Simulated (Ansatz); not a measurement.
The first iterations of a band of BrCl$_{3}$FHHf (7 atoms, charge 0, multiplicity 1).

Method: RKS B3LYP-D4/def2-SVP in Ansatz 0.2.0.

- movable images: 9
- climbing image: yes
- spring: 5.0 eV/Å²
- optimiser: quadratic models (default)
- start path: through a guess of the saddle point
- force threshold: 0.05 eV/Å
- iteration limit: 39
- end points: relaxed

Image 0:

```xyz
7
Properties=species:S:1:pos:R:3
Hf 0.072 0.000 -0.086
F 0.243 0.000 1.819
Cl 2.307 0.000 -0.783
Cl -0.810 1.975 -1.017
Cl -0.810 -1.975 -1.017
Br -2.917 0.000 1.399
H -2.216 0.000 2.647
```

Image 10:

```xyz
7
Properties=species:S:1:pos:R:3
Hf -0.474 0.000 -0.100
F -0.065 0.000 2.176
Cl 1.885 0.000 0.009
Cl -0.867 1.882 -1.417
Cl -0.867 -1.882 -1.417
Br -2.743 0.000 1.261
H -1.000 0.000 2.451
```

| iteration | highest image above the first end (eV) | largest band force component (eV/Å) |
| --- | --- | --- |
| 1 | 2.936 | 3.305 |
| 2 | 1.238 | 2.086 |
| 3 | 0.634 | 1.324 |

Task: Does the band converge within its limit, and where does its top end?

Result: It converged. It ended after 9 iterations with the highest image 0.456 eV above the first end. A vibrational analysis at the climbing image gives one clearly imaginary mode, 495i cm⁻¹: a first-order saddle point. The orbitals stay closed-shell, which can raise the energy where a bond breaks towards radicals; this wasn't checked here.

Run time: 5.2 min on 4 threads of Arm Neoverse V2 (shared host), peak memory 0.43 GiB.
